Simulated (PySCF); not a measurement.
## Relaxation of quintet IrSI

Level of theory: UPBE0 in PySCF with Ir def2-SVP with ECP60, S def2-SVP, I def2-SVP with ECP28; scalar-relativistic core potentials, no spin–orbit coupling; density-fitted integrals. A (50,194) grid was used.

A start displaced from a saddle point along its imaginary mode, of Cs symmetry, held to at least that symmetry:

```xyz
3
charge 0 multiplicity 5, angstrom
Ir    0.0005   -0.0754   -0.7500
S    -0.0015    0.2500   -2.9000
I    -0.0003    0.0517    1.8710
```

Optimiser trace:
```csv
step,E − E(last) (kJ/mol),largest gradient (Eh/bohr)
0,4.61,0.01102
1,3.75,0.00101
2,3.63,0.00135
3,0.64,0.00482
4,0.82,0.00681
5,0.19,0.00255
6,0.08,0.00200
7,0.03,0.00169
8,0.00,0.00093
9,0.00,0.00021
```

It ends at Cs with Ir–I 2.585 Å, Ir–S 2.134 Å; I–Ir–S 142.8° (after a last refinement on a finer grid). The frequency run here used a shortcut that can spoil soft modes, so no verdict on minimum or saddle point is given. Other isomers or separated fragments may lie lower.

Open d and f shells are described by one determinant, and the ground state may have another occupation or spin. At this level a triplet minimum of Cs symmetry lies 16 kJ/mol below this structure. With an element this heavy the missing spin–orbit coupling can shift these numbers.
